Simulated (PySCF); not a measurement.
**C$_{7}$H$_{10}$N$_{2}$: calculation and literature**

Cartesian coordinates in Å; atom numbers follow the order of the lines, from 1:
```xyz
19

C    -2.727   -0.246    0.569
C    -2.027    0.436   -0.606
N    -0.846   -0.275   -1.033
C     0.365   -0.076   -0.439
C     1.431   -0.959   -0.686
C     2.653   -0.694   -0.113
C     2.797    0.436    0.688
C     1.690    1.242    0.868
N     0.506    1.002    0.331
H    -2.053   -0.294    1.421
H    -3.028   -1.258    0.303
H    -3.612    0.314    0.856
H    -1.703    1.436   -0.314
H    -2.707    0.510   -1.459
H    -0.997   -1.187   -1.437
H     1.279   -1.825   -1.315
H     3.490   -1.357   -0.281
H     3.739    0.672    1.158
H     1.740    2.134    1.480
```

Calculated, not measured (PySCF): NMR shieldings at PBE0/pcSseg-1/GIAO, geometry from GFN2-xTB. A single conformation, no solvent model, non-relativistic, rapidly exchanging positions averaged.

Reference values: estimated from measurements, as parent shift plus tabulated substituent increment (solution, not stated per compound (mostly CDCl3 or CCl4); Pretsch, Buehlmann, Badertscher, Structure Determination of Organic Compounds, 4th ed. (2009)).
| atoms | quantity | reference | computed | computed, scaled |
| --- | --- | --- | --- | --- |
| H19 | δ 1H | 8.07 | 8.41 | 8.02 |
| H17 | δ 1H | 7.40 | 7.60 | 7.26 |
| H18 | δ 1H | 6.56 | 6.55 | 6.27 |
| H16 | δ 1H | 6.38 | 6.30 | 6.03 |

Computed shifts are σ(ref) − σ with the named reference compound (TMS for H and C) calculated as an isolated molecule at the same level. The measured values may be among those fitted. Expected solution values come from regression of measured δ (H and C: mostly CDCl3, vs TMS) on computed σ: 1H (scatter 0.17 ppm rms, 0.18 ppm with the 4 outliers that the fit left out). Occasional misses reach two or three times the rms, and more in compound classes unlike the fitted ones. Hydrogens on heteroatoms aren't scaled, only referred to computed TMS.

Problem. How far are the unscaled 1H shifts from the references?

Solution. Mean signed difference +0.11 ppm, mean absolute 0.16 ppm over 4 comparisons; the largest is +0.34 ppm at H19 (hydrogen on an aromatic CH next to a ring nitrogen).

The protons averaged at δ 3.96 differ by 2.2 ppm in this conformer, so that average is uncertain.
